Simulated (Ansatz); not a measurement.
Gas-phase electronic energies from Ansatz, PBE0-D4/def2-TZVP geometries. CBS: MP2 limit from def2 TZ/QZ plus the TZ coupled-cluster correction, frozen cores. This one scheme is used for every species. DFT in def2-TZVPP. def2 core potentials past Kr. For Hf outer-core shells are correlated without core-valence functions, which leaves a few kJ/mol of doubt a bond. One conformer a species, not always the lowest.

Reaction (substitution at a C–O bond): `OCC(F)(F)F` + `[OH][Hf]([F])([F])[F]` → `FC(F)(F)C[O][Hf]([F])([F])[F]` + H₂O

Question: Is it downhill or uphill in electronic energy at CCSD(T)/CBS, and by how much? (An estimate is asked.)

Answer: Ansatz gave: Downhill: ΔE = -5.4 kJ/mol.

Question: What do these levels give: revPBE-D4, B2PLYP, PBE0, CCSD/def2-TZVPP, MP2/def2-QZVPP, HF/CBS(def2)? (Estimate.)

Answer: Computed: revPBE-D4 -4.0, B2PLYP -1.7, PBE0 1.1, CCSD/def2-TZVPP -5.5, MP2/def2-QZVPP -6.6, HF/CBS(def2) -0.2 kJ/mol.

Largest T1 diagnostic among the species: 0.016.

In def2-TZVPP, CCSD(T) changes the Hartree–Fock value by −7.8 kJ/mol (the triples alone add −1.3 kJ/mol) and MP2 by −8.1 kJ/mol. Leaving LDA and LC-ωPBE aside and taking each functional with its dispersion term where it has one, the values, not all of them listed here, spread over 4.1 kJ/mol, from BLYP-D4 to ωB97M-V.
